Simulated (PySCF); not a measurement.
Job file and geometry (Å, from GFN2-xTB) of an NMR shielding run on `CCBPBNC`, C$_{3}$H$_{12}$B$_{2}$NP, PySCF 2.14.0, density-fitted response routines, GIAO PBE0/pcSseg-1 NMR shielding, non-relativistic, gas phase; density fitting, a coarse starting grid and PySCF grid level 2 are the driver's defaults:

```
$ OMP_NUM_THREADS=1 python probes_run.py task.json out

{"job": {"kind": "nmr", "xc": "PBE0", "basis": "pcSseg-1"}, "charge": 0, "multiplicity": 1}
C     -3.452460    -0.201285    -0.846988
C     -2.477049     0.432797     0.146288
B     -0.961703     0.475674    -0.316143
P      0.270724     1.495572     0.575440
B      1.806373     0.465671     0.910666
N      2.418701    -0.197711    -0.133520
C      3.622015    -0.995103    -0.089784
H     -4.468089    -0.198583    -0.453700
H     -3.449572     0.348671    -1.785451
H     -3.171055    -1.231201    -1.056863
H     -2.543148    -0.116758     1.092329
H     -2.824257     1.443377     0.384200
H     -0.617366    -0.079759    -1.293642
H     -0.277046     1.705205     1.824066
H      2.277460     0.428457     1.982212
H      2.022738    -0.156170    -1.063012
H      4.020856    -0.984510     0.921854
H      3.414312    -2.030119    -0.376264
H      4.378762    -0.594974    -0.769929
```

Question: What does the program print?

Answer: 
```
coarse grid: 15560 points
cycle   1  E = -566.8359926541  dE =  5.234e-01  |g| = 4.265e-01  |ddm| = 3.651e+00
cycle   2  E = -566.8308260456  dE =  5.167e-03  |g| = 4.677e-01  |ddm| = 8.424e-01
cycle   3  E = -566.8866012011  dE = -5.578e-02  |g| = 7.058e-02  |ddm| = 4.526e-01
cycle   4  E = -566.8877078412  dE = -1.107e-03  |g| = 2.997e-02  |ddm| = 9.345e-02
cycle   5  E = -566.8879097075  dE = -2.019e-04  |g| = 7.062e-03  |ddm| = 2.587e-02
cycle   6  E = -566.8879210572  dE = -1.135e-05  |g| = 2.013e-03  |ddm| = 8.360e-03
cycle   7  E = -566.8879219774  dE = -9.202e-07  |g| = 4.401e-04  |ddm| = 2.601e-03
final grid: 143424 points
cycle   8  E = -566.9243303806  dE = -4.417e-05  |g| = 8.882e-03  |ddm| = 2.955e-02
cycle   9  E = -566.9243185865  dE =  1.179e-05  |g| = 1.126e-02  |ddm| = 1.649e-02
cycle  10  E = -566.9243504831  dE = -3.190e-05  |g| = 1.353e-03  |ddm| = 9.980e-03
cycle  11  E = -566.9243509222  dE = -4.391e-07  |g| = 2.722e-04  |ddm| = 1.247e-03
cycle  12  E = -566.9243509378  dE = -1.559e-08  |g| = 6.625e-05  |ddm| = 2.679e-04
cycle  13  E = -566.9243509389  dE = -1.153e-09  |g| = 2.426e-05  |ddm| = 1.186e-04
cycle  14  E = -566.9243509391  dE = -1.548e-10  |g| = 6.140e-06  |ddm| = 3.219e-05
converged SCF energy = -566.9243509391

GIAO shielding tensors (ppm)
atom      isotropic    diamagn.    paramagn.     s11        s22        s33       span
  0 C      171.290     244.020     -72.730    156.325    171.562    185.982     29.656
  1 C      161.830     252.435     -90.606    137.458    168.767    179.263     41.804
  2 B       14.450     197.896    -183.446    -68.327    -10.949    122.626    190.953
  3 P      427.500     974.021    -546.522    273.098    467.848    541.554    268.456
  4 B       63.085     200.175    -137.090     23.701     53.077    112.476     88.775
  5 N      137.107     326.552    -189.445     26.364    168.747    216.209    189.845
  6 C      146.826     239.452     -92.626    126.616    127.973    185.890     59.274
  7 H       30.579      26.740       3.840     25.423     28.743     37.571     12.147
  8 H       30.554      28.789       1.766     26.865     28.444     36.354      9.488
  9 H       30.421      29.925       0.496     26.609     28.644     36.010      9.401
 10 H       30.271      33.169      -2.898     24.794     30.983     35.035     10.242
 11 H       29.914      32.013      -2.099     24.672     31.039     34.031      9.358
 12 H       23.727      34.761     -11.034     15.886     26.231     29.064     13.177
 13 H       28.573      34.564      -5.990     24.192     27.963     33.566      9.373
 14 H       26.423      32.265      -5.842     24.722     25.486     29.061      4.339
 15 H       27.240      37.625     -10.385     19.923     30.389     31.407     11.484
 16 H       28.541      26.555       1.986     25.291     27.397     32.934      7.643
 17 H       28.509      27.594       0.914     23.872     26.861     34.794     10.922
 18 H       28.498      24.985       3.513     23.955     26.578     34.959     11.004
```

Size and cost of the density-fitted run: 186 basis functions, 50 s wall time on 1 thread of an Arm Neoverse N1, shared host; peak memory 0.83 GiB.
